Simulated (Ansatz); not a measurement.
System: H3BNO, charge 0, doublet. H3BNO (SMILES N[B]O, doublet).
B3LYP-D3(BJ)/def2-TZVP minimum from Ansatz (a program for electronic structure):
```xyz
6

B     -0.2033    -0.1880     0.4567
O      1.0872    -0.5748     0.3428
H      1.5582    -0.2874    -0.4542
N     -0.9591     0.5798    -0.4307
H     -1.9193     0.8150    -0.2532
H     -0.6060     0.9517    -1.3040
```
Charge 0, spin multiplicity 2.

Wanted: atomisation energy (electronic, to ground-state atoms), in kJ/mol. Radicals and triplets start from unrestricted determinants; spin-orbit coupling is neglected. CBS(X,Y): correlation extrapolated as X^-3, Hartree-Fock from the larger set. A bracket is a step between two methods taken in the basis named. Functionals run without relativity, which enters their misses. Double hybrids freeze cores in their MP2 part. 'core' is core correlation in cc-pwCVTZ, 'X2C' scalar relativity in cc-pVTZ-DK, both at CCSD(T). For partners of very few electrons the exact lower level stands in for a higher one.

CCSD(T)/CBS(cc-pVTZ,cc-pVQZ) + [CCSDT(Q) - CCSD(T)]/cc-pVDZ + core + X2C (Ansatz) gives 2228.7 kJ/mol.

Problem. How far off this value is PBE/def2-TZVPD (Ansatz), in which direction, and which of these levels come nearer: r2SCAN/def2-TZVPD, wB97M-V/def2-TZVPD, B2PLYP/def2-TZVPD, CCSD(T)/CBS(cc-pVTZ,cc-pVQZ) + core + X2C?

Solution. PBE gives 2298.3 kJ/mol, 69.6 kJ/mol above it. Differences of the others: r2SCAN/def2-TZVPD (Ansatz) 16.3; wB97M-V/def2-TZVPD (Ansatz) 4.4; B2PLYP/def2-TZVPD (Ansatz) -18.6; CCSD(T)/CBS(cc-pVTZ,cc-pVQZ) + core + X2C (Ansatz) -2.7 kJ/mol. Nearer than PBE: r2SCAN/def2-TZVPD, wB97M-V/def2-TZVPD, B2PLYP/def2-TZVPD, CCSD(T)/CBS(cc-pVTZ,cc-pVQZ) + core + X2C.
